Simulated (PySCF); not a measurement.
# What a mistake does to a calculation on AlFH4NO anion

All numbers below are calculated, not measured. The program is PySCF 2.14.0, an open-source quantum chemistry code, run on an isolated molecule that a program drew, which may never have been made. The molecule is AlFH4NO anion (charge -1, singlet), drawn as the SMILES string `[NH2][AlH-]([OH])[F]`.

Each row is a Hartree-Fock (HF) and frozen-core CCSD(T) single point in the aug-cc-pV(D+d)Z basis, meant for a local HF minimum. Run 1 is clean. Each other run has one planted mistake out of seven kinds, and not every kind appears here: one electron removed, one electron added, multiplicity raised by two, geometry at a saddle point, minimal basis STO-3G, one bond length entered in bohr, all coordinates scaled. The reference is restricted for singlets and unrestricted otherwise, and also for a bond in bohr. Adding or removing an electron swaps singlet and doublet. Electrons count all cores. HOMO and LUMO are orbital energies over both spins, the gradient is its largest component, and the lowest frequency (negative if imaginary) is given only where the gradient is small. Bond lengths are over the 7 bonds as drawn. T1 is the CCSD diagnostic: over 0.02 (restricted) or 0.045 (unrestricted) a single reference is doubtful.

Geometry of the clean run:
```xyz
8
AlFH4NO anion, angstrom
N     1.1587    0.5734    0.5570
Al    0.1097    2.1156    0.5995
O    -1.3093    1.8517   -0.4147
F     1.1313    3.3338   -0.0198
H     0.8350   -0.2606    1.0110
H     2.1372    0.6650    0.7591
H    -0.4199    2.5870    2.0687
H    -1.1389    1.3596   -1.1983
```

| run | electrons | basis functions | <S^2> | HOMO (eV) | LUMO (eV) | gradient (hartree/bohr) | lowest frequency (cm^-1) | mean bond (Å) | longest bond (Å) | T1 | HF (hartree) | CCSD(T) (hartree) | mistake |
|---|---|---|---|---|---|---|---|---|---|---|---|---|---|
| 1 | 42 | 137 | 0.000 | -5.16 | 3.44 | 4.1e-05 | 143 | 1.4164 | 1.866 | 0.0146 | -473.24052 | -473.97433 | no fault |
| 2 | 41 | 137 | 0.761 | -11.23 | -1.34 | 7.7e-02 | - | 1.4164 | 1.866 | 0.0294 | -473.13120 | -473.81916 | one electron removed |
| 3 | 42 | 137 | 2.009 | -0.10 | 3.09 | 5.8e-02 | - | 1.4164 | 1.866 | 0.0219 | -473.13123 | -473.82422 | multiplicity raised by two |
| 4 | 42 | 137 | 0.342 | -2.32 | 3.47 | 1.8e-02 | - | 1.6237 | 3.083 | 0.0465 | -473.15046 | -473.88881 | one bond length entered in bohr |
| 5 | 42 | 137 | 0.000 | -5.03 | 3.43 | 6.5e-02 | - | 1.3356 | 1.759 | 0.0138 | -473.21291 | -473.93524 | all coordinates scaled |
| 6 | 42 | 28 | 0.000 | -1.02 | 20.71 | 7.2e-02 | - | 1.4164 | 1.866 | 0.0084 | -466.91838 | -467.05823 | ? |

**Which mistake was planted in run 6, and what did it cost?**

It has 28 basis functions where the clean run has 137, with the same electrons and geometry. So the mistake is: minimal basis STO-3G. Subtracting run 1 and multiplying by 627.51 kcal/mol a hartree, the energy moved by 3967.2 kcal/mol in HF and 4339.9 kcal/mol in CCSD(T).

Cautions from the logs. Run 4: T1 is over the limit, so its CCSD(T) energy is less reliable.
